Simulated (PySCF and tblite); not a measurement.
Values are calculated unless marked as measured or tabulated.
System: C5H8O3, numbered as in [CH3:1][O:2][C:3](=[O:4])/[CH:5]=[C:6](/[CH3:7])[OH:8].

Motion: rotation about the C3–O2 bond (torsion O4–C3–O2–C1 from 0° to 180°, rising). GFN2-xTB gives an electronic barrier of 13.0 kcal/mol and a reaction energy of 6.1 kcal/mol.

(1) What does PBE/pcSseg-1 + D3(BJ) give on GFN2-xTB geometries?

Programs: tblite and PySCF.

Answers

(1) A barrier of 12.0 kcal/mol, 0.9 below the tight-binding barrier (from unrounded values), a reaction energy of 5.8 kcal/mol and, with GFN2-xTB thermal terms, ΔG‡(298 K) = 11.8 kcal/mol and k = 2.8×10⁴ s⁻¹ (2 equivalent paths).
